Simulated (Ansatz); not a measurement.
Sn₁₁H₁₈, a cluster cut from hexagonal tin was relaxed with PBE-D4 (def2-SVP) in Ansatz in these states: charge +1 doublet, neutral singlet. The geometries follow in no particular order.

In the def2 sets Sn takes a core potential; there is no spin–orbit coupling.

A:

Cartesian coordinates in Å:
```
Sn -1.103 -3.001 0.953
Sn -2.530 -0.463 0.811
Sn 0.970 0.832 3.508
Sn -1.318 1.717 2.073
Sn -2.540 -0.561 -2.096
Sn -0.793 3.657 0.051
Sn 1.609 -2.515 0.282
Sn 2.790 -0.440 1.782
Sn 1.621 -2.079 -2.509
Sn 0.041 0.213 -2.991
Sn 1.018 2.578 -1.813
H -1.463 -3.525 2.569
H -1.912 -4.037 -0.173
H -4.175 -0.680 1.336
H 0.362 -0.272 4.694
H 1.660 2.211 4.289
H -2.525 2.321 3.167
H -2.888 -2.209 -2.502
H -3.901 0.426 -2.525
H -2.324 3.991 -0.686
H -0.196 5.079 0.833
H 2.361 -4.027 0.697
H 4.087 -1.111 2.706
H 3.409 0.728 0.666
H 0.919 -3.437 -3.317
H 3.237 -1.815 -3.062
H -0.232 0.489 -4.686
H 2.493 2.198 -0.993
H 1.322 3.731 -3.063
```

B:

Cartesian coordinates in Å:
```
Sn 2.152 0.345 -2.603
Sn -0.024 1.999 -1.905
Sn -1.756 -2.282 -2.170
Sn -2.351 0.415 -1.616
Sn 0.522 3.315 0.526
Sn -3.398 0.712 0.984
Sn 2.536 -1.591 -0.594
Sn 0.261 -3.258 -0.468
Sn 3.020 -0.310 1.867
Sn 0.892 1.401 2.562
Sn -1.510 -0.035 2.932
H 1.824 -0.437 -4.119
H 3.593 1.293 -2.813
H -0.292 3.177 -3.161
H -1.185 -2.400 -3.807
H -3.186 -3.260 -2.053
H -3.549 0.961 -2.759
H 1.934 4.316 0.373
H -0.807 4.356 0.936
H -3.804 2.382 1.236
H -4.863 -0.205 1.163
H 3.922 -2.565 -1.003
H 0.691 -4.880 -0.917
H -0.332 -3.318 1.162
H 4.485 0.619 1.747
H 3.265 -1.493 3.116
H 1.291 2.221 4.047
H -1.196 -1.738 2.813
H -2.137 0.262 4.524
```

Question: Judge from the bond lengths which geometry belongs to which state (an estimate).

Answer: A is the charge +1 doublet (Sn1–Sn2 2.915 Å, Sn2–Sn5 2.909 Å, Sn2–Sn4 2.795 Å); B is the neutral singlet (Sn1–Sn2 2.821 Å, Sn2–Sn5 2.817 Å, Sn2–Sn4 2.830 Å).
